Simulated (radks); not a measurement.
Values are calculated unless marked as measured or tabulated.
Q: The mean radii <r> (bohr) of the occupied orbitals of an atom or ion are listed with their occupations. Code: a radial shooting solver on a logarithmic mesh with Libxc functionals. Model: scalar-relativistic Kohn-Sham, LB94 model potential, spin-polarised, spherical densities, finite nucleus; Fermi nuclear charge, rms radius of each element as measured or else 0.836 A^(1/3) + 0.57 fm.

orbital  occ.      <r>
1s down     1  0.02142
1s up       1  0.02144
2s up       1  0.08849
2s down     1  0.08866
2p up       3  0.07750

Name the element and its charge. Open shells, if any, are filled with parallel spins first.

A: Z = 65, terbium, charge +58: Tb58+ in [He] 2s2 2p3. The 1s radius gives Z: for a bare nucleus <r> = (2 gamma + 1)/(2Z) with gamma = sqrt(1 - (Z/c)^2), 0.02124 bohr for Z = 65, and screening makes it slightly larger (0.02142 here). The occupations add up to 7, and the charge is Z minus that.
